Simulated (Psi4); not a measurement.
CF₃ (SMILES F[C-](F)F), charge -1, singlet, at a GFN2-xTB geometry (a gas-phase anion, which may not be bound at this level); B3LYP5/6-31G* (Psi4).

The Psi4 input:
```
memory 2 GB

molecule mol {
-1 1
  C     0.010183   -0.006571    0.532454
  F    -0.018076    1.277920   -0.102267
  F     1.110975   -0.622813   -0.147318
  F    -1.099689   -0.650726   -0.105384
}

set basis 6-31g*
set reference rks

energy('b3lyp5')
print_variables()
```

Problem. Predict the main parts of the log of this Psi4 run.

Solution. 
```
   => Loading Basis Set <=

    Name: 6-31G*
    Role: ORBITAL
    Keyword: BASIS

         ---------------------------------------------------------
                                   SCF
               by Justin Turney, Rob Parrish, Andy Simmonett
                          and Daniel G. A. Smith
                              RKS Reference
         ---------------------------------------------------------

  ==> Geometry <==

    Molecular point group: c1
    Full point group: C1

    Geometry (in Angstrom), charge = -1, multiplicity = 1:

       Center              X                  Y                   Z               Mass
    ------------   -----------------  -----------------  -----------------  -----------------
         C            0.010281603331    -0.006634482730     0.537590533027    12.000000000000
         F           -0.017977396669     1.277856517270    -0.097130466973    18.998403162730
         F            1.111073603331    -0.622876482730    -0.142181466973    18.998403162730
         F           -1.099590396669    -0.650789482730    -0.100247466973    18.998403162730

  Running in c1 symmetry.

  Rotational constants: A =      0.33284  B =      0.33284  C =      0.18147 [cm^-1]
  Rotational constants: A =   9978.37666  B =   9978.37371  C =   5440.38009 [MHz]
  Nuclear repulsion =  117.974789387432850

  Charge       = -1
  Multiplicity = 1
  Electrons    = 34
  Nalpha       = 17
  Nbeta        = 17

  ==> Algorithm <==

  SCF Algorithm Type is DF.
  DIIS enabled.
  MOM disabled.
  Fractional occupation disabled.
  Guess Type is SAD.
  Energy threshold   = 1.00e-06
  Density threshold  = 1.00e-06
  Integral threshold = 1.00e-12

  ==> Primary Basis <==

  Basis Set: 6-31G*
    Blend: 6-31G*
    Number of shells: 24
    Number of basis functions: 60
    Number of Cartesian functions: 60
    Spherical Harmonics?: false
    Max angular momentum: 2

  ==> DFT Potential <==

   => LibXC <=

    Version 7.1.2
    S. Lehtola, C. Steigemann, M. J. T. Oliveira, and M. A. L. Marques,  SoftwareX 7, 1–5 (2018) (10.1016/j.softx.2017.11.002)

   => Composite Functional: B3LYP5 <=

    B3LYP5 Hyb-GGA Exchange-Correlation Functional

    P. J. Stephens, F. J. Devlin, C. F. Chabalowski, and M. J. Frisch,  J. Phys. Chem. 98, 11623 (1994) (10.1021/j100096a001)

    Deriv               =              1
    GGA                 =           TRUE
    Meta                =          FALSE

    Exchange Hybrid     =           TRUE
    MP2 Hybrid          =          FALSE

   => Exchange Functionals <=

    0.0800   Slater exchange
    0.7200         Becke 88

   => Exact (HF) Exchange <=

    0.2000               HF

   => Correlation Functionals <=

    0.1900   Vosko, Wilk & Nusair (VWN5)
    0.8100   Lee, Yang & Parr

   => LibXC Density Thresholds  <==

    XC_HYB_GGA_XC_B3LYP5:  1.00E-15

   => Molecular Quadrature <=

    Radial Scheme          =       TREUTLER
    Pruning Scheme         =           NONE
    Nuclear Scheme         =       TREUTLER

    Blocking Scheme        =         OCTREE
    BS radius alpha        =              1
    Pruning alpha          =              1
    Radial Points          =             75
    Spherical Points       =            302
    Total Points           =          86553
    Total Blocks           =            705
    Max Points             =            255
    Max Functions          =             59
    Weights Tolerance      =       1.00E-15

   => Loading Basis Set <=

    Name: (6-31G* AUX)
    Role: JKFIT
    Keyword: DF_BASIS_SCF

  ==> Integral Setup <==

  SCF_SUBTYPE=INCORE selected. In-core MEM_DF algorithm will be used.
  Using in-core AOs.

  ==> MemDFJK: Density-Fitted J/K Matrices <==

    J tasked:                   Yes
    K tasked:                   Yes
    wK tasked:                   No
    Algorithm:                 Core
    Schwarz Cutoff:           1E-12
    Mask sparsity (%):       0.1667
    Fitting Condition:        1E-10

   => Auxiliary Basis Set <=

  Basis Set: (6-31G* AUX)
    Blend: CC-PVDZ-JKFIT
    Number of shells: 96
    Number of basis functions: 324
    Number of Cartesian functions: 324
    Spherical Harmonics?: false
    Max angular momentum: 3

  Minimum eigenvalue in the overlap matrix is 2.5537424536E-03.
  Reciprocal condition number of the overlap matrix is 4.7771523874E-04.
    Using symmetric orthogonalization.

  ==> Pre-Iterations <==

  SCF Guess: Superposition of Atomic Densities via on-the-fly atomic UHF (no occupation information).

   -------------------------
    Irrep   Nso     Nmo
   -------------------------
     A         60      60
   -------------------------
    Total      60      60
   -------------------------

  ==> Iterations <==

                           Total Energy        Delta E     RMS |[F,P]|

   @DF-RKS iter SAD:  -336.78104597595910   -3.36781e+02   0.00000e+00
   @DF-RKS iter   1:  -337.35685461983041   -5.75809e-01   8.80119e-03 DIIS/ADIIS
   @DF-RKS iter   2:  -337.33681261169460    2.00420e-02   1.01954e-02 DIIS/ADIIS
   @DF-RKS iter   3:  -337.43958878517469   -1.02776e-01   1.43053e-03 DIIS/ADIIS
   @DF-RKS iter   4:  -337.44279157385853   -3.20279e-03   1.84355e-04 DIIS/ADIIS
   @DF-RKS iter   5:  -337.44283725200387   -4.56781e-05   1.90148e-05 DIIS
   @DF-RKS iter   6:  -337.44283768938129   -4.37377e-07   1.79013e-06 DIIS
   @DF-RKS iter   7:  -337.44283769354240   -4.16111e-09   2.38900e-07 DIIS
  Energy and wave function converged.

  ==> Post-Iterations <==

   Electrons on quadrature grid:
      Ntotal   =   34.0000103435 ; deviation = 1.034e-05

    Orbital Energies [Eh]
    ---------------------

    Doubly Occupied:

       1A    -24.405881     2A    -24.405880     3A    -24.405877
       4A    -10.042022     5A     -0.951796     6A     -0.880345
       7A     -0.880343     8A     -0.365592     9A     -0.239499
      10A     -0.239499    11A     -0.195053    12A     -0.144684
      13A     -0.144683    14A     -0.106151    15A     -0.106150
      16A     -0.093373    17A      0.071037

    Virtual:

      18A      0.422560    19A      0.422560    20A      0.482743
      21A      0.790616    22A      0.790618    23A      0.800347
      24A      0.864400    25A      1.325385    26A      1.325388
      27A      1.335002    28A      1.335007    29A      1.361372
      30A      1.517973    31A      1.595706    32A      1.624883
      33A      1.624883    34A      1.698335    35A      1.698336
      36A      1.765984    37A      1.846648    38A      1.846650
      39A      2.071862    40A      2.103059    41A      2.103062
      42A      2.121888    43A      2.141959    44A      2.141960
      45A      2.335876    46A      2.335890    47A      2.347221
      48A      2.349164    49A      2.349172    50A      2.485045
      51A      2.844444    52A      2.844445    53A      2.879897
      54A      3.091587    55A      3.316859    56A      3.316863
      57A      4.235981    58A      4.235992    59A      4.511562
      60A      5.384406

    Final Occupation by Irrep:
              A
    DOCC [    17 ]
    NA   [    17 ]
    NB   [    17 ]

  @DF-RKS Final Energy:  -337.44283769354240

   => Energetics <=

    Nuclear Repulsion Energy =            117.9747893874328497
    One-Electron Energy =                -714.3809456968494942
    Two-Electron Energy =                 288.8217131723013154
    DFT Exchange-Correlation Energy =     -29.8583945564270401
    Empirical Dispersion Energy =           0.0000000000000000
    VV10 Nonlocal Energy =                  0.0000000000000000
    Total Energy =                       -337.4428376935424012

Computation Completed

Properties will be evaluated at   0.000000,   0.000000,   0.000000 [a0]

Properties computed using the SCF density matrix

 Multipole Moments:

 ------------------------------------------------------------------------------------
     Multipole            Electronic (a.u.)      Nuclear  (a.u.)        Total (a.u.)
 ------------------------------------------------------------------------------------

 L = 1.  Multiply by 2.5417464519 to convert [e a0] to [Debye]
 Dipole X            :         -0.0165381            0.0061263           -0.0104118
 Dipole Y            :          0.0106610           -0.0039532            0.0067079
 Dipole Z            :         -0.8646977            0.3203248           -0.5443729
 Magnitude           :                                                    0.5445138

 ------------------------------------------------------------------------------------

  Variable Map:
  ----------------------------------------------------------------------------
  "CURRENT ENERGY"              =>    -337.442837693542
  "CURRENT REFERENCE ENERGY"    =>    -337.442837693542
  "DD SOLVATION ENERGY"         =>       0.000000000000
  "DFT FUNCTIONAL TOTAL ENERGY" =>    -337.442837693542
  "DFT TOTAL ENERGY"            =>    -337.442837693542
  "DFT VV10 ENERGY"             =>       0.000000000000
  "DFT XC ENERGY"               =>     -29.858394556427
  "GRID ELECTRONS ALPHA"        =>      17.000005171740
  "GRID ELECTRONS BETA"         =>      17.000005171740
  "GRID ELECTRONS TOTAL"        =>      34.000010343480
  "NUCLEAR REPULSION ENERGY"    =>     117.974789387433
  "ONE-ELECTRON ENERGY"         =>    -714.380945696849
  "PCM POLARIZATION ENERGY"     =>       0.000000000000
  "PE ENERGY"                   =>       0.000000000000
  "SCF ITERATION ENERGY"        =>    -337.442837693542
  "SCF ITERATIONS"              =>       7.000000000000
  "SCF TOTAL ENERGY"            =>    -337.442837693542
  "TWO-ELECTRON ENERGY"         =>     288.821713172301
  "XC GRID RADIAL POINTS"       =>      75.000000000000
  "XC GRID SPHERICAL POINTS"    =>     302.000000000000
  "XC GRID TOTAL POINTS"        =>   86553.000000000000

  Array Variable Map:
  ----------------------------------------------------------------------------
  "CURRENT DIPOLE"              =>      -0.010411810022 ... -0.544372930031 1 by 3
  "SCF DIPOLE"                  =>      -0.010411810022 ... -0.544372930031 1 by 3
  "SCF TOTAL ENERGIES"          =>    -336.781045975959 ... -337.442837693542 1 by 8
```
